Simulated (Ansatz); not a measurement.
Basis-set extrapolation for C5H9B, SMILES `C=CCC1BC1` (PBE0-D4/def2-TZVP geometry, frozen core, Ansatz 0.2.0). Multiplicity 1, RHF reference.

|  | def2-TZVPP | def2-QZVPP |
| --- | --- | --- |
| HF | -219.254690 | -219.264581 |
| MP2 correlation | -0.924894 | -0.983049 |
| CCSD(T) correlation | -1.021859 | not run |

Energies in hartree. Use E(X) = E(∞) + A·exp(−7.88·√X) for Hartree–Fock and E(X) = E(∞) + B·X^(−2.97) for correlation, with X = 3 and 4, and add CCSD(T) minus MP2 of the smaller set to the MP2 limit.

Problem. What is the CCSD(T) energy at the basis-set limit?

Solution. HF limit: -219.264581 + (-0.009891) × 0.13774 = -219.26594. MP2 limit: -0.983049 + (-0.058155) × 0.74074 = -1.02613. Higher-order term: -1.021859 − (-0.924894) = -0.09697. Total: -220.38904 hartree, 295.3 kJ/mol below CCSD(T)/def2-TZVPP.
